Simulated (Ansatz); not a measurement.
Consider the redistribution: `O[SiH2][SiH]1CO1` + `FC([SiH3])Cl` → `O[SiH2]C([SiH3])Cl` + `F[SiH]1CO1`.

Computed with Ansatz on PBE0-D4/def2-TZVP structures; ΔE is electronic, products minus reactants. CCSD(T)/CBS adds triple-zeta CCSD(T) − MP2 to the extrapolated MP2 energy (def2 sets, frozen cores). DFT in def2-TZVPP. B3LYP here is the variant with VWN-RPA as its local correlation; programs differ in this. Each species was taken in one conformer, which may not be the lowest.

(1) Is it downhill or uphill in electronic energy at CCSD(T)/CBS, and by how much? (Estimate.)

(2) What do these levels give: B2PLYP, B3LYP, CCSD/def2-TZVPP, HF/def2-QZVPP, HF/CBS(def2), MP2/CBS(def2)? (Best estimate.)

Largest T1 diagnostic among the species: 0.014.

Results:

(1) Ansatz gave: Downhill: ΔE = -61.1 kcal/mol.

(2) Computed: B2PLYP -59.2, B3LYP -55.9, CCSD/def2-TZVPP -61.0, HF/def2-QZVPP -63.3, HF/CBS(def2) -63.4, MP2/CBS(def2) -65.2 kcal/mol.

The D4 term adds −1.0 kcal/mol with B3LYP and −0.5 kcal/mol with PBE0; it sums over pairs of atoms, weighted by their polarisabilities, and B3LYP, whose exchange is more repulsive, gets the larger term. From PBE to PBE0 (25 % exact exchange), in def2-TZVPP and without D4, ΔE moves by −3.8 kcal/mol.
